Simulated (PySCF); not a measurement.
Compound: C3H8FNSi.
Atom-mapped SMILES: `[F:1][CH2:2][CH2:3]/[CH:4]=[N:5]/[SiH3:6]` (hydrogens: H7, H8 on C2; H9, H10 on C3; H11 on C4; H12, H13, H14 on Si6)

Geometry (PBE0-D3(BJ)/def2-SVP, Å), atoms numbered from 1 in this order:
```
atom  x, y, z in Å
F1    -4.0710    0.1148    0.5355
C2    -2.6998    0.1041    0.6178
C3    -2.1178   -0.2931   -0.7186
C4    -0.6245   -0.3545   -0.7293
N5     0.0798   -0.0962    0.2910
Si6    1.8313   -0.1476    0.3386
H7    -2.3476    1.1051    0.9141
H8    -2.3890   -0.6037    1.4029
H9    -2.4492    0.4109   -1.5036
H10   -2.5169   -1.2760   -1.0290
H11   -0.1820   -0.6456   -1.7099
H12    2.3299    1.2029    0.7271
H13    2.4230   -0.5346   -0.9875
H14    2.2448   -1.1390    1.3728
```

Jobs on this species (14 atoms, 56 electrons) with PySCF (density fitting). Hardware of each: one thread, Arm Neoverse V1 (aarch64), shared host. Times come from a shared host and carry two figures at best. Peak memory is the resident size of the whole Python process, interpreter and libraries included.

```json
{"level and settings": "delta-SCF UKS PBE, pcX-2 on the ionised atom, pcseg-1 elsewhere, spin-free X2C", "work": "ΔSCF core ionisation, 7 holes", "basis functions": "170", "SCF cycles": "?", "wall time": "?", "peak memory": "?"}
{"level and settings": "delta-SCF UKS SCAN, def2-TZVP on the ionised atom, pcseg-1 elsewhere, spin-free X2C", "work": "ΔSCF core ionisation, 7 holes", "basis functions": "147", "SCF cycles": "?", "wall time": "?", "peak memory": "?"}
{"level and settings": "delta-SCF UKS SCAN, pcX-2 on the ionised atom, pcseg-1 elsewhere, spin-free X2C", "work": "ΔSCF core ionisation, 7 holes", "basis functions": "170", "SCF cycles": "120", "wall time": "60 s", "peak memory": "0.71 GiB"}
{"level and settings": "delta-SCF UKS PBE0, pcX-2 on the ionised atom, pcseg-1 elsewhere, spin-free X2C", "work": "ΔSCF core ionisation, 7 holes", "basis functions": "170", "SCF cycles": "104", "wall time": "72 s", "peak memory": "0.74 GiB"}
{"level and settings": "delta-SCF UKS SCAN, pcX-1 on the ionised atom, pcseg-1 elsewhere, spin-free X2C", "work": "ΔSCF core ionisation, 7 holes", "basis functions": "150", "SCF cycles": "118", "wall time": "51 s", "peak memory": "0.63 GiB"}
{"level and settings": "delta-SCF UKS HF, pcX-2 on the ionised atom, pcseg-1 elsewhere, spin-free X2C", "work": "ΔSCF core ionisation, 7 holes", "basis functions": "170", "SCF cycles": "177", "wall time": "63 s", "peak memory": "0.63 GiB"}
{"level and settings": "PBE0-D3(BJ)/def2-SVP, grid level 1", "work": "geometry optimisation from a GFN2-xTB start shaken at random", "basis functions": "128", "SCF cycles": "55", "wall time": "56 s", "peak memory": "0.50 GiB"}
{"level and settings": "delta-SCF UKS SCAN, pcX-2 on the ionised atom, pcseg-1 elsewhere, non-relativistic", "work": "ΔSCF core ionisation, 7 holes", "basis functions": "170", "SCF cycles": "119", "wall time": "59 s", "peak memory": "0.72 GiB"}
{"level and settings": "delta-SCF UKS B3LYP, pcX-2 on the ionised atom, pcseg-1 elsewhere, spin-free X2C", "work": "ΔSCF core ionisation, 7 holes", "basis functions": "170", "SCF cycles": "103", "wall time": "74 s", "peak memory": "0.73 GiB"}
```

Problem. Fill in the missing figures.

Solution. 
- delta-SCF UKS PBE, pcX-2 on the ionised atom, pcseg-1 elsewhere, spin-free X2C; ΔSCF core ionisation, 7 holes: 37 s, 0.72 GiB, 117 SCF cycles
- delta-SCF UKS SCAN, def2-TZVP on the ionised atom, pcseg-1 elsewhere, spin-free X2C; ΔSCF core ionisation, 7 holes: 58 s, 0.63 GiB, 121 SCF cycles

Problem. What do all jobs in the table cost together?

Solution. About 8.8 min; the longest takes about 14 % of that, and about 2 times as long as the shortest.
